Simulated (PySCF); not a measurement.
CH₅AlFN. Atoms are numbered in the order given.

```xyz
9

Al     0.4451     0.6533     0.0000
F     -0.4180     2.0806     0.0000
H      2.0189     0.6726     0.0000
N     -0.4766    -0.8560     0.0000
C      0.0351    -2.2143     0.0000
H     -1.4943    -0.8311     0.0000
H     -0.2805    -2.7889    -0.8913
H     -0.2805    -2.7889     0.8913
H      1.1373    -2.2048     0.0000
```
Charge 0, spin multiplicity 1.

Coordinates come from a r2SCAN-D4/def2-SVP optimisation. Other conformers were not sampled.

Method: PySCF with B3LYP/pcSseg-1.

GIAO shieldings, no solvent; atoms alike by connectivity are averaged. δ = σ(ref) − σ: ¹⁹F against CFCl3 (σ = 161.7 ppm); ¹H against TMS (σ = 31.68 ppm); ¹⁵N against NH3 (σ = 265.5 ppm); ¹³C against TMS (σ = 181.3 ppm), references at their B3LYP-D3(BJ)/def2-TZVP geometries, non-relativistic.

Computed chemical shifts:
| nucleus | atoms | count | δ (ppm) |
|---|---|---|---|
| ¹⁹F | F2 | 1 | -181.2 |
| ¹H | H3 | 1 | 4.51 |
| ¹H | H7, H8, H9 | 3 | 3.08 |
| ¹H | H6 | 1 | 1.45 |
| ¹⁵N | N4 | 1 | 54.4 |
| ¹³C | C5 | 1 | 33.0 |
